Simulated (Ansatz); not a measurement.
FGeH$_{6}$NSi, SMILES `F[SiH2][NH][GeH3]` at its PBE0-D4/def2-TZVP geometry, where that method's forces vanish. Total charge 0; spin multiplicity 1.

```xyz
10

F     1.9482    1.6616    0.0758
Si    0.5713    1.2997   -0.6634
N     0.1585   -0.3436   -0.5554
Ge   -0.7078   -1.1931    0.8359
H    -0.4741    2.0962    0.0171
H     0.7675    1.6695   -2.0842
H     0.5676   -0.9650   -1.2380
H    -1.2651   -0.0792    1.7299
H     0.2726   -2.0829    1.6201
H    -1.8387   -2.0631    0.2622
```

Task: What forces (eV/Å) does ωB97M-V/def2-TZVPP give on these atoms in Ansatz 0.2.0? (Estimate.)

Result: Computed: 
```
F1   0.106  0.022  0.059
Si2 -0.197  0.147 -0.161
N3   0.032 -0.043 -0.037
Ge4 -0.085 -0.081  0.126
H5   0.117 -0.092 -0.074
H6  -0.022 -0.042  0.169
H7  -0.008  0.022  0.010
H8   0.043 -0.079 -0.068
H9  -0.075  0.074 -0.066
H10  0.090  0.071  0.043
```
